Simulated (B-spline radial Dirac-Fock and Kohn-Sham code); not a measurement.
## Binding energies of Ge in different valence configurations

Level of theory: Dirac-Fock (average of configuration) total-energy differences with a finite nucleus, the Breit interaction including its frequency dependence, and self-energy and vacuum-polarisation corrections; a radial atomic solver. No correlation.

Reference: the tabulated ground configuration [Ar] 3d10 4s2 4p2, with 1s 11111.9 eV, 2s 1426.3 eV, 2p3/2 1226.3 eV, 3p3/2 132.5 eV, 3d3/2 36.71 eV, 3d5/2 36.16 eV, Kα1 9885.6 eV, Kβ1 10979.4 eV, Lα1 1190.1 eV.

Shifts from the reference in eV.

```
    configuration  average energy     1s     2s  2p3/2  3p3/2  3d3/2  3d5/2    Kα1    Kβ1    Lα1
[Ar] 3d10 4s1 4p3           +7.74  +1.85  +1.73  +1.90  +1.91  +1.87  +1.87  -0.05  -0.06  +0.03
```

Values without a named source are computed, but for edge energies of neutral atoms, which are taken from tables.
